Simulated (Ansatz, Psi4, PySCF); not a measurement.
FLi, charge +1, doublet, at a GFN2-xTB geometry (such geometries of metal compounds can be far from the true shape) (a state made from the parent by changing its charge; the spin is typed, not shown lowest). Base run: PySCF with REVPBE/def2-SVP.

Geometry (Å):
```xyz
2

Li     0.0000     0.0000    -1.6597
F      0.0000     0.0000     0.5532
```
Charge +1, spin multiplicity 2.
Orbitals are unrestricted.
All else is at PySCF's defaults.

The same geometry, method and basis name were run in Ansatz (a program for electronic structure) and Psi4 and PySCF, at each program's defaults and at the settings that a row names. The base is PySCF at its defaults. Differences at the defaults can come from grids, fitting, cores and function types together.

| code and settings | ΔE vs base (µEh) | basis functions | E (Eh) | SCF cycles |
|---|---|---|---|---|
| PySCF, defaults (exact integrals, its default grid, spherical functions) | 0.0 | 23 | -106.89773 | 7 |
| Psi4, defaults (density fitting with its default set, its default grid, spherical functions) | -22.5 | 23 | -106.89776 | 7 |
| Ansatz, defaults (factorised integrals, its default grid, spherical functions) | 21.4 | 23 | -106.89771 | - |
| PySCF, density fitting with def2-universal-jkfit | -23.5 | 23 | -106.89776 | 8 |
| PySCF, fine grid | 22.0 | 23 | -106.89771 | 7 |
| Psi4, exact integrals, spherical functions, fine grid | 21.7 | 23 | -106.89771 | 8 |
| Ansatz, high accuracy | 21.8 | 23 | -106.89771 | - |

Open shells are given as the SCF converged; they aren't shown to be the lowest states, and a large step between rows can be another state.
